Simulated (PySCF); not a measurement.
HNP, SMILES P#[NH+], charge +1. Atoms are numbered in the order given.

```xyz
3

N      0.0000     0.0000     0.9000
P      0.0000     0.0000    -0.5476
H      0.0000     0.0000     1.9143
```
Charge +1, spin multiplicity 1.

Coordinates come from a ωB97X-D3(BJ)/def2-TZVPD optimisation. The isomer is the one that the SMILES or the coordinates give; other isomers of the formula were not compared.

Two levels are set side by side: PBE/pcJ-2 (PySCF) and B3LYP/pcJ-2 (PySCF). One-bond couplings, all four terms, same geometry. Isotopes: 14N, 1H, 31P. Differences are taken from unrounded values.

```json
[
 {"quantity": "¹J(N1,P2) (Hz)", "B3LYP": "-7.9"},
 {"quantity": "¹J(N1,H3) (Hz)", "B3LYP": "91.5"}
]
```

**Question.** What does PBE give, and how far is it from B3LYP? (The exact figures need the calculation; the answer reports its results.)

**Answer.** 
| quantity | PBE | PBE minus B3LYP |
|---|---|---|
| ¹J(N1,P2) (Hz) | -22.8 | -14.9 |
| ¹J(N1,H3) (Hz) | 84.1 | -7.4 |

Rough cost on one machine, each run with all the roots and properties that it gave: B3LYP against PBE about 2 times.
